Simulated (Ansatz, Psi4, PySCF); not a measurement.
I₄Ti (SMILES [I][Ti]([I])([I])[I]), singlet, at a GFN2-xTB geometry (such geometries of metal compounds can be far from the true shape) (all electrons, no relativity). Base run: B3LYP/STO-3G (PySCF).

PySCF was given this input:
```python
from pyscf import gto, scf, dft

mol = gto.M(
    atom='''
Ti   -0.000000    0.000000   -0.000000
I     2.095241   -0.595467   -1.496032
I     0.787832    0.442030    2.483275
I    -1.173643    2.168196   -0.950901
I    -1.709430   -2.014759   -0.036342
''',
    basis='sto-3g',
    charge=0,
    spin=0,
    verbose=3,
)

mf = dft.RKS(mol)
mf.xc = 'b3lyp'
mf.kernel()
```

The same geometry, method and basis name were run in Ansatz (a program for electronic structure) and Psi4 and PySCF, at each program's defaults and at the settings that a row names. The base is PySCF at its defaults. Differences at the defaults can come from grids, fitting, cores and function types together.

| code and settings | ΔE vs base (mEh) | basis functions | E (Eh) | SCF cycles |
|---|---|---|---|---|
| PySCF, defaults (exact integrals, its default grid, spherical functions) | 0.000 | 126 | -28252.40541 | 8 |
| Ansatz, defaults (factorised integrals, its default grid, spherical functions) | 0.015 | 126 | -28252.40539 | - |
| PySCF, fine grid | 0.025 | 126 | -28252.40538 | 8 |
| Psi4, exact integrals, spherical functions, fine grid | … | 126 | … | 10 |

Problem. What belongs in the gaps?

Solution. 
- Psi4, exact integrals, spherical functions, fine grid, ΔE vs base (mEh): 0.112
- Psi4, exact integrals, spherical functions, fine grid, E (Eh): -28252.40530
